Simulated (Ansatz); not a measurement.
Problem. Name a neutral molecule of Al, Cl, Si, Sn and H with HOMO energy (PBE0/def2-TZVPP) between -7.45 and -7.15 eV and HOMO–LUMO gap (B3LYP/def2-TZVPP) between 4.45 and 4.75 eV (Ansatz, PBE0-D4/def2-TZVP geometry).

Solution. `[SiH3][Al]([Cl])[SnH3]` (-7.19 eV, 4.52 eV). Other molecules can fit too; these were computed, each in one conformer that needn't be the lowest.

B3LYP here is the variant with VWN-RPA as its local correlation; programs differ in this.
